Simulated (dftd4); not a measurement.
CeF₄, singlet, geometry from GFN2-xTB (such geometries of metal compounds can be far from the true shape); D4 for revpbe in dftd4 4.2.0.

The dftd4 input:
```
$ dftd4 mol.xyz --func revpbe --charge 0 --json dftd4.json --noedisp --grad

# file mol.xyz
5

Ce     0.00000000     0.00000000     0.00000000
F      1.33903802     0.94497572    -1.23105008
F      1.00395844    -1.27976711     1.24729701
F     -1.33914380    -1.06043899    -1.13298246
F     -1.00385266     1.39523038     1.11673553
```

What the program printed (banner, timings and long lists left out):

```
                    ____  _____ _____     ____  _  _
      -------------|  _ \|  ___|_   _|---|  _ \| || |------------
     |             | | | | |_    | | ___ | | | | || |_           |
     |             | |_| |  _|   | ||___|| |_| |__   _|          |
     |             |____/|_|     |_|     |____/   |_|            |
     |             ===================================           |
     |            E. Caldeweyher, S. Ehlert & S. Grimme          |
     |          Mulliken Center for Theoretical Chemistry        |
     |                    University of Bonn                     |
      -----------------------------------------------------------

Rational (Becke-Johnson) damping: revpbe-D4-ATM
---------------------
  s6         1.0000
  s8         1.7468
  s9         1.0000
  a1         0.5363
  a2         3.0726
 alp        16.0000
--------------------

Dispersion energy:      -6.1645573952189E-03 Eh

Gradient norm:           1.3379404836785E-03 Eh/a0
--------------------------------------------------
     #    Z           dE/dx      dE/dy      dE/dz
--------------------------------------------------
     1   58 Ce    5.754E-13 -3.371E-13  1.080E-13
     2    9 F     4.370E-04  3.084E-04 -4.018E-04
     3    9 F     3.277E-04 -4.177E-04  4.071E-04
     4    9 F    -4.371E-04 -3.461E-04 -3.698E-04
     5    9 F    -3.276E-04  4.554E-04  3.645E-04
--------------------------------------------------

Virial:
--------------------------------------------------
      component           x          y          z
--------------------------------------------------
          x       3.455E-03 -5.685E-14 -9.540E-13
          y      -5.685E-14  3.455E-03  3.650E-12
          z      -9.540E-13  3.650E-12  3.455E-03
--------------------------------------------------

[Info] Dispersion results written to 'dftd4.txt'
[Info] JSON dump of results written to 'dftd4.json'
```
